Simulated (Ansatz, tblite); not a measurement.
Cost and result up the ladder for Ga(NH3)F3 (GaNF₃H₃) (8 atoms). Total charge 0; singlet. Geometry: PBE-D4/def2-SVP.

```tsv
atom	x (Å)	y (Å)	z (Å)
Ga1	0.684	0.107	-0.801
N2	-0.658	-0.103	0.770
H3	-1.484	0.491	0.614
H4	-0.213	0.175	1.657
H5	-0.964	-1.083	0.847
F6	2.101	0.692	0.089
F7	-0.194	1.287	-1.791
F8	0.728	-1.566	-1.385
```

Ansatz on 4 threads of Arm Neoverse V2 on a shared host; xTB runs through tblite on one thread. Times are rough, summed over both states, and most runs start from the orbitals of an earlier one. No level here is sound enough to serve as a yardstick. The other state is a doublet.

The xTB rows come from tblite. HOMO above LUMO, or a gap near zero within one spin, warns that the state may not be the lowest or that an electron is smeared out.

Raw xTB energies of ions are shifted by several eV.

```
              level  functions  wall time
           GFN2-xTB         28    0.006 s
           GFN1-xTB         31    0.008 s
   PBE-D4/def2-TZVP        190      5.6 s
r2SCAN-D4/def2-TZVP        190       19 s
```

Problem. Estimate what each level gives for the vertical IE (eV).

Solution. 
```tsv
level	vertical IE (eV)	remarks
GFN2-xTB	16.71	–
GFN1-xTB	16.52	–
PBE-D4/def2-TZVP	11.76	gap within one spin near zero (+1 doublet)
r2SCAN-D4/def2-TZVP	12.09	–
```
